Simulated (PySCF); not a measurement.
## Spin-rotation constants: SMILES B1CCCCSCC1, C₆H₁₃BS

Geometry (Å), atoms numbered from 1 in this order:
```xyz
21

B     0.870   -0.969    0.612
C    -0.516   -1.641    0.154
C    -1.438   -0.778   -0.712
C    -1.898    0.487    0.011
C    -0.784    1.504    0.195
S     0.500    0.936    1.382
C     2.002    1.041    0.333
C     1.850   -0.243   -0.467
H     1.428   -1.509    1.504
H    -0.282   -2.550   -0.406
H    -1.086   -1.967    1.028
H    -2.323   -1.356   -0.992
H    -0.929   -0.498   -1.638
H    -2.694    0.968   -0.565
H    -2.309    0.220    0.988
H    -1.175    2.435    0.605
H    -0.287    1.710   -0.751
H     2.021    1.986   -0.210
H     2.842    1.003    1.025
H     1.391   -0.041   -1.435
H     2.809   -0.721   -0.662
```

Computed, not measured: GIAO PBE0/pcSseg-1 magnetisability, rotational g tensor and spin-rotation constants, non-relativistic, gas phase in PySCF. Geometry: GFN2-xTB.

**Question.** Give the nuclear spin-rotation constants along the inertial axes (H = +C I·J) beside the isotropic shieldings.

**Answer.** Rotational constants 2.4643, 1.6874, 1.2782 GHz. A star marks the isotopologue with that one atom substituted, in its own axes.
```csv
atom,isotope,Caa (kHz),Cbb (kHz),Ccc (kHz),mean (kHz),σ (ppm)
B1,11B,0.519,0.277,0.288,0.361,101.7
H9,1H,-0.151,-0.115,0.009,-0.086,27.9
H10,1H,-0.240,0.029,-0.148,-0.120,30.9
H11,1H,-0.227,-0.177,0.001,-0.135,31.0
H12,1H,0.072,-0.168,-0.138,-0.078,29.7
H13,1H,-0.234,-0.172,0.016,-0.130,30.0
H14,1H,-0.108,-0.130,-0.086,-0.108,29.9
H15,1H,-0.258,-0.188,0.020,-0.142,30.6
H16,1H,-0.268,0.074,-0.135,-0.110,28.5
H17,1H,-0.238,-0.181,0.021,-0.133,29.3
H18,1H,-0.257,-0.104,-0.015,-0.125,28.9
H19,1H,0.040,-0.187,-0.090,-0.079,28.2
H20,1H,-0.174,-0.193,0.005,-0.121,29.9
H21,1H,-0.137,-0.039,-0.147,-0.108,30.6
C2,13C*,0.416,0.239,0.170,0.275,165.3
C3,13C*,0.398,0.255,0.191,0.281,160.7
C4,13C*,0.434,0.265,0.176,0.292,158.5
C5,13C*,0.394,0.343,0.204,0.313,146.8
S6,33S*,0.486,0.494,0.313,0.431,524.7
C7,13C*,0.466,0.302,0.207,0.325,144.8
C8,13C*,0.300,0.191,0.200,0.231,176.6
```
For the geometry as given, no vibrational averaging.

**Question.** How do the rotational constants and the g tensor change when H9, H10, H11, H12, H13, H14, H15, H16, H17, H18, H19, H20, H21 are replaced by deuterium?

**Answer.** Constants 2.0130, 1.3950, 1.0726 GHz; g -0.0154, -0.0035, -0.0093, against -0.0188, -0.0041, -0.0111 before.
